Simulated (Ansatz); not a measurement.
A nudged elastic band was laid between two geometries of Cl2GaH + H (5 atoms, charge 0, multiplicity 2).

These are results of UKS PBE0-D4/def2-SVP in Ansatz, not measurements.

- movable images: 7
- climbing image: yes
- spring: 5.0 eV/Å²
- optimiser: quadratic models (default)
- start path: through a guess of the saddle point
- force threshold: 0.05 eV/Å
- iteration limit: 60
- end points: relaxed

Image 0:

```xyz
5
Properties=species:S:1:pos:R:3
Ga 0.000 0.000 -0.248
H 0.000 0.000 1.299
Cl 1.803 0.000 -1.395
Cl -1.803 0.000 -1.395
H 0.000 0.000 4.099
```

Image 8:

```xyz
5
Properties=species:S:1:pos:R:3
Ga 0.000 0.000 -0.551
H 0.000 0.000 2.732
Cl 1.866 0.000 -1.657
Cl -1.866 0.000 -1.657
H 0.000 0.000 3.494
```

Q: What changes between the two ends?

A: Bonds broken: Ga1–H2. Bonds formed: H2–H5. Cl2GaH + H becomes Cl2Ga + H2.

Q: What energy profile does the band end with?

A: It converged. The highest image is number 3 of 0 to 8, 0.7 kcal/mol above the first end and 25.0 kcal/mol above the last; the last end lies 24.4 kcal/mol below the first. A vibrational analysis at the climbing image gives one clearly imaginary mode, 393i cm⁻¹: a first-order saddle point.

```tsv
image	path coordinate (Å)	energy (kcal/mol)	Ga1–H2 (Å)	H2–H5 (Å)
0	0.00	0.0	1.55	2.80
1	0.33	0.1	1.55	2.43
2	0.66	0.3	1.55	2.06
3	0.99	0.7	1.57	1.68
4	1.37	-4.4	1.79	1.15
5	1.75	-21.7	2.25	0.78
6	2.12	-23.6	2.61	0.77
7	2.50	-24.2	2.94	0.76
8	2.88	-24.4	3.28	0.76
```

Q: What is the geometry of the highest image?

A: 
```xyz
5
Properties=species:S:1:pos:R:3:forces:R:3
Ga 0.000 0.000 -0.034 0.00 0.00 0.01
H 0.000 0.000 1.536 0.00 0.00 0.00
Cl 1.807 0.000 -1.177 0.00 0.00 0.00
Cl -1.807 0.000 -1.177 0.00 0.00 0.00
H 0.000 0.000 3.212 0.00 0.00 0.00
```

Q: What are the harmonic wavenumbers there?

A: 393i, 97, 104, 135, 410, 452, 511, 656, 1778 cm⁻¹.

The band took 7 iterations and roughly 4 core-minutes.

Time of the run: 2.1 min on 2 threads of Arm Neoverse V1, on a shared host, peak memory 0.27 GiB.
